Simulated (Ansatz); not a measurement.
H6OSeSi2, SMILES `O[SiH]([SiH3])[SeH]`, relaxed with RKS PBE0-D4/def2-TZVP in Ansatz 0.2.0 from a PBE-D4/def2-SVP geometry. The force threshold is 0.005 eV/Å; the program also tests the step.

Total charge 0; spin multiplicity 1.

Start:

```xyz
10

O     0.888    0.133    1.983
Si    0.253    0.789    0.566
Si   -1.227   -0.690   -0.511
Se    1.808    1.431   -1.020
H     1.361   -0.710    1.872
H    -0.381    2.075    1.001
H    -0.412   -1.834   -1.064
H    -1.923   -0.002   -1.653
H    -2.255   -1.259    0.431
H     1.889    0.067   -1.604
```

```tsv
step	energy (eV)	largest force (eV/Å)	largest move (Å)
1	-83236.5560	0.949	0.000
2	-83236.5913	0.461	0.061
3	-83236.5993	0.332	0.054
4	-83236.6023	0.223	0.016
5	-83236.6041	0.175	0.067
6	-83236.6058	0.026	0.025
7	-83236.6061	0.022	0.030
8	-83236.6064	0.006	0.024
9	-83236.6064	0.049	0.029
10	-83236.6064	0.023	0.007
11	-83236.6065	0.003	0.009
```

End:

```xyz
10

O     0.854    0.121    1.966
Si    0.235    0.759    0.578
Si   -1.231   -0.693   -0.526
Se    1.833    1.362   -0.944
H     1.498   -0.584    1.882
H    -0.400    2.031    0.995
H    -0.439   -1.825   -1.086
H    -1.899    0.021   -1.646
H    -2.264   -1.245    0.391
H     1.814    0.052   -1.609
```

Hardware: 4 threads of an Arm Neoverse V1 on a shared host. Wall time 45 s, peak host memory 0.55 GiB.
